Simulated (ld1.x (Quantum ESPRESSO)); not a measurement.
**Configuration tests for hydrogen (H) (ultrasoft)**

| Quantity | Value |
| --- | --- |
| Element | H (Z = 1) |
| Generator | ld1.x (Quantum ESPRESSO) 7.5 |
| Type | ultrasoft |
| Functional | LDA (PZ) |
| Relativity | non-relativistic |
| Frozen core | none |
| Valence charge | 1 |
| Reference configuration | 1s1 |
| Partial waves | 1s (bound): rcut 0.95, rcutus 1.10 bohr; 1s channel at 1.75 Ry: rcut 0.95, rcutus 1.10 bohr; 2p channel at 0.15 Ry: rcut 1.00, rcutus 1.20 bohr; 2p channel at 2.45 Ry: rcut 1.00, rcutus 1.20 bohr |
| Local potential | all-electron potential smoothed inside 0.90 bohr (lloc = -1) |
| Core correction | none |
| Augmentation charge | built from norm-conserving waves at rcut, not smoothed further |

Energies are relative to the spin-unpolarised reference configuration 1s1; without spin polarisation the order of configurations can differ from experiment. Spin-polarised rows fill each open shell by Hund’s rule, majority spin first.

```csv
valence configuration,charge,ΔE all-electron (eV),error AE − PS (meV)
1s0.5,+0.5,4.645,+0.4
1s1 (spin-polarised),0,-0.897,-1.6
1s0.5 (spin-polarised),+0.5,4.258,-0.5
```

Levels in the configuration 1s1 (spin-polarised):

| level | all-electron (eV) | pseudo (eV) |
| --- | --- | --- |
| 1s up | -7.324 | -7.323 |
